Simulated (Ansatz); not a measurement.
System: C$_{4}$H$_{8}$ (charge 0, singlet). SMILES: C/C=C/C
Structure (B3LYP-D3(BJ)/def2-TZVP (Ansatz, a quantum-chemistry and plane-wave program) minimum search):
```
C
C 1 1.3282
H 1 1.0882 2 118.55
H 2 1.0882 1 118.55 3 180.00
C 1 1.4963 3 116.22 2 180.00
H 5 1.0911 1 111.39 3 -180.00
H 5 1.0941 6 108.10 1 122.47
H 5 1.0941 6 108.10 7 115.06
C 2 1.4963 4 116.22 1 -180.00
H 9 1.0911 2 111.39 4 180.00
H 9 1.0941 10 108.10 2 -122.47
H 9 1.0941 10 108.10 11 -115.06
```

Property: atomisation energy (electronic, to ground-state atoms), in kcal/mol. Correlated levels leave the core frozen unless marked. UHF or UKS for open shells. Spin-orbit coupling is left out. Non-relativistic. The coupled-cluster limit lacks core correlation, which all-electron functionals hold. CBS(X,Y): correlation extrapolated as X^-3; Hartree-Fock from the larger set. [CCSD(T)-MP2]/basis is that difference in the basis named.

```
level                                                                 program  atomisation energy (kcal/mol)
-------------------------------------------------------------  --------------  -----------------------------
revPBE-D4/def2-TZVPD                                           Ansatz + dftd4                     (withheld)
r2SCAN-D4/def2-TZVPD                                           Ansatz + dftd4                     (withheld)
BHLYP-D4/def2-TZVPD                                            Ansatz + dftd4                         1132.4
B2PLYP-D3(BJ)/def2-TZVPD                                       Ansatz + dftd3                     (withheld)
PBE-QIDH/def2-TZVPD                                                    Ansatz                         1150.7
SCS-MP2/aug-cc-pVDZ                                                    Ansatz                         1092.8
CCSD/STO-3G                                                            Ansatz                         1209.8
RI-MP2/CBS(aug-cc-pVTZ,aug-cc-pVQZ)+[CCSD(T)-MP2]/aug-cc-pVTZ          Ansatz                         1156.2
```

Q: Fill in the missing entries.

A: 
- revPBE-D4/def2-TZVPD, atomisation energy (kcal/mol): 1154.4
- r2SCAN-D4/def2-TZVPD, atomisation energy (kcal/mol): 1158.1
- B2PLYP-D3(BJ)/def2-TZVPD, atomisation energy (kcal/mol): 1147.4
